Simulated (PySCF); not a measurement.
Geometry:
```tsv
atom	x (Å)	y (Å)	z (Å)
Cu1	-0.007	0.003	-1.181
N2	0.002	-0.001	0.740
H3	-0.401	0.853	1.129
H4	0.949	-0.078	1.116
H5	-0.532	-0.782	1.125
F6	-0.011	0.005	-2.928
```

Geometry: PBE0-D3(BJ)/def2-SVP; GIAO absolute shieldings from PySCF 2.14.0 with density-fitted response routines, gas phase, non-relativistic, averaged over equivalent atoms.

At PBE0/pcSseg-1 (pcSseg-2 on Cu) (122 basis functions, 7.7 s wall time on 1 thread of an Arm Neoverse V1, shared host):
```csv
atoms,σ (ppm)
Cu1,468.9
N2,266.5
H3/H4/H5,29.70
F6,517.6
```

Question: What do these become at B3LYP/pcSseg-1 (pcSseg-2 on Cu)?

Answer: 
```json
{"atoms": "Cu1", "σ at B3LYP/pcSseg-1 (pcSseg-2 on Cu)": "374.6", "change": "-94.3"}
{"atoms": "N2", "σ at B3LYP/pcSseg-1 (pcSseg-2 on Cu)": "261.9", "change": "-4.6"}
{"atoms": "H3/H4/H5", "σ at B3LYP/pcSseg-1 (pcSseg-2 on Cu)": "29.78", "change": "+0.08"}
{"atoms": "F6", "σ at B3LYP/pcSseg-1 (pcSseg-2 on Cu)": "516.0", "change": "-1.6"}
```

The largest change is at Cu1 (Cu bonded to F, N). Cost: 122 basis functions, 5.3 s wall time on 1 thread of an Arm Neoverse V1, shared host.
